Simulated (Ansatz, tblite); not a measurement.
Forces on the cluster LaO2H at its r2SCAN-D4/def2-TZVP geometry. Total charge 0; singlet.

In the def2 sets La takes a core potential; there is no spin–orbit coupling. The xTB rows come from tblite. The structure holds one bond between oxygen atoms, so isomers without such links may lie far lower. The restricted singlet is unstable towards broken spin symmetry at other levels; at PBE-D4/def2-TZVP this wasn't settled. Another isomer (singlet) lies 1.26 eV lower at PBE0-D4/def2-TZVP; other spin states weren't run for this one.

GFN1-xTB (tblite), largest force 1.04 eV/Å:

```xyz
4
positions Å, forces eV/Å
La   -0.019   -1.818    0.015   -0.076    0.867    0.316
O    -0.606    0.168    0.797    0.620   -0.380   -0.745
O     0.536    0.567   -0.060   -0.439   -0.646    0.258
H     0.089    1.083   -0.752   -0.105    0.159    0.170
```

GFN2-xTB (tblite), largest force 1.16 eV/Å:

```
La -0.203 -1.010 0.193
O 0.784 0.274 -0.806
O -0.503 0.474 0.385
H -0.078 0.262 0.227
```

PBE-D4/def2-TZVP (Ansatz), largest force 0.47 eV/Å:

```
La -0.041 -0.057 0.007
O -0.207 -0.125 0.168
O 0.443 -0.029 0.160
H -0.195 0.211 -0.335
```
